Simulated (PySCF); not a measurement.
A structure optimised at r2SCAN-D4/def2-TZVP, used in a PySCF frequency run:

```xyz
5

Mg     0.0000     0.0000    -0.9636
C      0.0000     0.0000     1.1547
H      0.8855     0.5113     1.5450
H      0.0000    -1.0225     1.5450
H     -0.8855     0.5113     1.5450
```
Charge 0, spin multiplicity 2.

Q: Write its SMILES, formula and point group.

A: [CH3][Mg], CH3Mg, C3v

Q: What are its rotational constants (standard atomic weights)?

A: 159.84, 10.804, 10.804 GHz
